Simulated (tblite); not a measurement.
Question: Write a Z-matrix for `C=Cc1nccnc1[SiH2]F` as optimised with GFN2-xTB.

Answer: 
Z-matrix in Å and degrees, rows numbered from 1:
```
C 
C   1  1.3279
C   2  1.4558  1  122.95
N   3  1.3351  2  117.61  1    -0.84
C   4  1.3180  3  118.23  2   179.81
C   5  1.3895  4  121.33  3     0.00
N   6  1.3220  5  121.04  4     0.44
C   7  1.3322  6  118.71  5    -0.50
Si  8  1.8915  3  126.44  2     0.54
F   9  1.6163  8  107.78  3   -54.95
H   1  1.0768  2  120.49  3     0.18
H   1  1.0762  2  121.95  3  -179.79
H   2  1.0812  1  121.20  3   179.56
H   5  1.0823  4  116.40  3   179.87
H   6  1.0816  5  122.44  4  -179.75
H   9  1.4488  8  110.23  3  -169.98
H   9  1.4579  8  112.17  3    59.00
```

Of the pairs four or more bonds apart, Si9···H13 is among the closest relative to their van der Waals radii: 2.79 Å, 84 % of the sum of Bondi's values. Si9 (fluorine-bound silicon) is distorted tetrahedral (angles from 104.1° to 116.1°). The 6-membered ring C3–N4–C5–C6–N7–C8 has internal angles of 118.2° to 121.3° (sum 720°, against 720° for a flat polygon); it is planar, 0.00 Å rms from its mean plane, widest ring torsion 1°. The 4 C–C bonds span 1.328 Å (C1=C2, drawn double) to 1.456 Å (C2–C3, drawn single), a spread of 0.128 Å.

The geometry is computed with GFN2-xTB (gas phase).

Point group: C1 (no symmetry element, even within 0.4 Å). Its GFN2-xTB frequencies are all real (lowest 46 cm⁻¹). One conformer, not necessarily the lowest (C1–C2–C3–N4 -1°, N7–C8–Si9–F10 125°).

The run took 0.83 s on one thread of an Arm Neoverse N1, no GPU (shared host). This is the geometry optimisation.
